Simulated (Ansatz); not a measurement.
Cost and result up the ladder for the cluster GaO2H (4 atoms). Charge 0, multiplicity 1. Geometry: B3LYP-D4/def2-TZVP.

```xyz
4

Ga   -1.648    0.610   -0.939
O     0.718    0.305    0.386
O    -0.357   -0.520   -0.177
H     1.287   -0.395    0.730
```

Ansatz on 4 threads of Arm Neoverse V1 on a shared host. Times are rough, and most runs start from the orbitals of an earlier one. PBE0-D4/def2-TZVP serves as the yardstick here, not as an exact answer. Binding counts from free atoms at the same level (Ga doublet, O triplet, H doublet; other spins of the atoms weren't run), without zero-point energy or a counterpoise term.

Correlated methods freeze 11 core orbitals; core or outer-core shells of Ga are correlated, in sets that lack core-valence functions. The structure holds 1 bond(s) between oxygen atoms. Another isomer (singlet) lies 1.78 eV lower at PBE0-D4/def2-TZVP; other spin states weren't run for this one.

Correlated methods converge slowly with the basis.

| level | functions | binding energy per atom (eV) | difference from PBE0-D4/def2-TZVP (eV) |
| --- | --- | --- | --- |
| CCSD(T)/def2-TZVPP | 124 | 2.65 | -0.04 |
| B97M-V/def2-TZVP | 116 | 2.74 | 0.05 |
| PBE-D4/def2-TZVP (with forces) | 116 | 2.93 | 0.24 |
| PBE0-D4/def2-TZVP | 116 | 2.69 | 0.00 |
| LDA (SPW92)/def2-TZVP | 116 | 3.50 | 0.81 |
| r2SCAN-D4/def2-TZVP | 116 | 2.76 | 0.07 |

(1) Estimate how long each takes.

## Answers

(1) LDA (SPW92)/def2-TZVP 0.4 s; PBE-D4/def2-TZVP (with forces) 0.8 s; PBE0-D4/def2-TZVP 0.86 s; r2SCAN-D4/def2-TZVP 1.5 s; B97M-V/def2-TZVP 2.4 s; CCSD(T)/def2-TZVPP 8 s. On shared hardware such times vary by a factor of up to 3.
